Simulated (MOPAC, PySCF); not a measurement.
H$_{3}$BF$_{2}$Si, SMILES `FB(F)[SiH3]`, neutral singlet in the gas phase. 

Cartesian coordinates (Å):
```xyz
7

F      1.7671     1.2751     0.0685
B      1.1718     0.0917     0.0538
F      1.9685    -0.9629     0.1338
Si    -0.8526    -0.0774    -0.0555
H     -1.4195     0.2025     1.2865
H     -1.2437    -1.4427    -0.4720
H     -1.3915     0.9137    -1.0152
```
Charge 0, spin multiplicity 1.

All levels are single points at this geometry (B3LYP-D3(BJ)/def2-TZVP); Pople sets use spherical d functions. Orbital energies aren't observables, and empty levels follow the basis.

```json
[
 {"level": "B3LYP-D3(BJ)/def2-TZVP in PySCF", "HOMO (eV)": "-8.94", "LUMO (eV)": "-1.41", "gap (eV)": "7.54", "dipole (D)": "0.98", "vertical IE, Delta-SCF (eV)": "11.54"},
 {"level": "B3LYP/6-311+G** in PySCF", "HOMO (eV)": "-9.01", "LUMO (eV)": "-1.46", "gap (eV)": "7.55", "dipole (D)": "1.10", "vertical IE, Delta-SCF (eV)": "–"},
 {"level": "B3LYP/LANL2DZ in PySCF", "HOMO (eV)": "-9.24", "LUMO (eV)": "-1.46", "gap (eV)": "7.78", "dipole (D)": "1.51", "vertical IE, Delta-SCF (eV)": "–"},
 {"level": "M06-2X/6-31G* in PySCF", "HOMO (eV)": "-10.14", "LUMO (eV)": "0.28", "gap (eV)": "10.42", "dipole (D)": "0.80", "vertical IE, Delta-SCF (eV)": "–"},
 {"level": "AM1 in MOPAC", "HOMO (eV)": "-11.16", "LUMO (eV)": "-0.19", "gap (eV)": "10.97", "dipole (D)": "1.50", "vertical IE, Delta-SCF (eV)": "–"},
 {"level": "PM6 in MOPAC", "HOMO (eV)": "-10.10", "LUMO (eV)": "-0.62", "gap (eV)": "9.48", "dipole (D)": "2.12", "vertical IE, Delta-SCF (eV)": "–"}
]
```
